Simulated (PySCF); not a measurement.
Gas-phase equilibrium of 1 mol ZnCl₂, 0.75 mol H₂O at 1400 K and 10.0 bar, among 18 species (ClO, O₂, HCl, O, HO₂, Zn, H₂O, H, Zn(OH)₂, HOCl, H₂O₂, O₃, H₂, ZnH₂, ZnCl₂, Cl, Cl₂, OH). Only gases are allowed; each row takes one source of thermochemistry for all species, and Cantera finds the minimum.

Computed with PySCF and rigid-rotor harmonic-oscillator thermochemistry at 1 bar. † marks an energy on the PBE0/def2-TZVP geometry and frequencies. Open shells (unrestricted) among the columns below: O₂ (multiplicity 3); the rest are closed-shell singlets. Zn: all electrons, no relativistic terms. No R ln 2 is added for the mirror-image form of Zn(OH)₂. Zn(OH)₂: computed as isolated molecules; such fragments, hydroxides, amides, oligomers or adducts are transient or little studied in the gas. The harmonic model lacks anharmonicity and excited electronic states, which grow with temperature; levels with a mode under 35 cm⁻¹ are left out. Soft modes under 120 cm⁻¹ make the harmonic entropy rough for ZnCl₂.

Molecules larger than those listed are left out. Table species left out: Zn+.

Mole fractions:

| thermochemistry | x ZnCl₂ | x H₂O | x HCl | x Zn | x Zn(OH)₂ | x O₂ |
|---|---|---|---|---|---|---|
| BLYP/def2-TZVP† | 0.56 | 0.41 | 0.019 | 0.0055 | 0.0042 | 0.0028 |
| PBE0/def2-QZVP† | 0.57 | 0.42 | 0.0055 | 0.00030 | 0.0025 | 0.00015 |
| r2SCAN/def2-TZVP† | 0.57 | 0.42 | 0.0085 | 0.00021 | 0.0040 | 0.00015 |
| ωB97M-V/def2-TZVP† | 0.57 | 0.42 | 0.0070 | 0.00033 | 0.0031 | 0.00017 |
The most sensitive of these is Zn: it spans a factor of 10^1.4 over these rows; at this temperature one factor of ten is RT ln 10 = 27 kJ/mol.
